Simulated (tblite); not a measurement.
Species: C3H11PSi.
Z-matrix (Å and degrees, GFN2-xTB geometry), rows numbered from 1:
```
C 
Si  1  1.8985
P   2  2.2459  1  107.96
C   3  1.8535  2   99.57  1    75.37
C   3  1.8505  2   98.47  1   175.37
H   1  1.0849  2  110.84  3   167.67
H   1  1.0861  2  110.82  3    47.74
H   1  1.0862  2  111.66  3   -72.26
H   2  1.4752  1  109.25  3   124.96
H   2  1.4685  1  110.68  3  -116.98
H   4  1.0892  3  108.90  2   171.30
H   4  1.0875  3  108.90  2   -70.54
H   4  1.0888  3  111.59  2    50.69
H   5  1.0893  3  109.00  2  -173.82
H   5  1.0874  3  108.72  2    67.82
H   5  1.0884  3  111.59  2   -53.02
```

Calculated harmonic vibrations of the isolated species, GFN2-xTB (tblite), most abundant isotopes, no scaling. The method is semi-empirical: single wavenumbers can be off by several per cent or more. Modes of hydrogen on silicon can be 10 to 20 % off. One conformer, not necessarily the lowest.

Harmonic wavenumbers (cm⁻¹): 34.6, 108.0, 114.2, 169.9, 190.4, 191.4, 204.3, 272.3, 416.7, 470.5, 553.6, 645.3, 706.0, 743.5, 751.2, 788.0, 821.5, 826.3, 833.4, 869.7, 906.6, 942.2, 1320.7, 1322.7, 1365.7, 1448.1, 1457.4, 1458.4, 1465.8, 1482.9, 1488.0, 2148.1, 2209.6, 2986.0, 2991.3, 2996.2, 3000.6, 3020.8, 3023.7, 3036.7, 3040.1, 3051.3.

A = 4574, B = 1889, C = 1562 MHz; mass 106.037 u (most abundant isotopes); point group C1, symmetry number 1.

**Question.** Zero-point energy?

**Answer.** Half the sum of the wavenumbers: 27937 cm⁻¹ = 79.88 kcal/mol.

**Question.** Give the ideal-gas entropy at 350 K and 1 bar in the rigid-rotor, harmonic-oscillator model (classical rotation).

**Answer.** Translation 40.72, rotation 28.05, vibration 31.94: S = 100.7 cal/(mol K).

**Question.** And Cp and H(350 K) − H(0)?

**Answer.** Cp = 38.91 cal/(mol K), of which vibrations give 30.96 (their classical limit is 42 R = 83.5); H(350 K) − H(0) = 8.52 kcal/mol without the zero-point energy, 5.74 from vibrations.

**Question.** How do the functions run with temperature in this model?

**Answer.** 
```json
{"T (K)": "100", "S (cal/(mol K))": "67.1", "Cp (cal/(mol K))": "18.6", "H − H(0) (kcal/mol)": "1.28", "G − H(0) (kcal/mol)": "-5.42", "ln q(vib)": "1.69"}
{"T (K)": "200", "S (cal/(mol K))": "82.5", "Cp (cal/(mol K))": "26.9", "H − H(0) (kcal/mol)": "3.56", "G − H(0) (kcal/mol)": "-12.94", "ln q(vib)": "4.20"}
{"T (K)": "300", "S (cal/(mol K))": "95.0", "Cp (cal/(mol K))": "35.1", "H − H(0) (kcal/mol)": "6.67", "G − H(0) (kcal/mol)": "-21.83", "ln q(vib)": "6.64"}
{"T (K)": "500", "S (cal/(mol K))": "116.3", "Cp (cal/(mol K))": "48.6", "H − H(0) (kcal/mol)": "15.11", "G − H(0) (kcal/mol)": "-43.03", "ln q(vib)": "11.28"}
{"T (K)": "800", "S (cal/(mol K))": "142.3", "Cp (cal/(mol K))": "62.0", "H − H(0) (kcal/mol)": "31.85", "G − H(0) (kcal/mol)": "-81.96", "ln q(vib)": "17.64"}
{"T (K)": "1000", "S (cal/(mol K))": "156.8", "Cp (cal/(mol K))": "68.2", "H − H(0) (kcal/mol)": "44.89", "G − H(0) (kcal/mol)": "-111.89", "ln q(vib)": "21.50"}
```

q(vib) and H(0) count from the zero-point level.

**Question.** Blend soft modes into free rotors: weight 1/[1 + (100 cm⁻¹/ν̃)⁴] for the oscillator and the rest for a rotor with moment μB/(μ + B), μ = h/(8π²ν), B = 10⁻⁴⁴ kg m². What vibrational entropy results?

**Answer.** 29.61 cal/(mol K) in place of 31.94, which changes −T·S at 350 K by +0.82 kcal/mol.

**Question.** What must be added to the electronic energy to get the Gibbs energy at 350 K and 1 bar?

**Answer.** ZPE + [H(350 K) − H(0)] − T·S = 79.88 + 8.52 − 35.25 = 53.15 kcal/mol.

Hindered rotation and anharmonicity are outside this model. Other conformers, if any are populated, would add a mixing term that is left out. The structure is chiral; the term R ln 2 for an equal mix with its mirror image is left out.
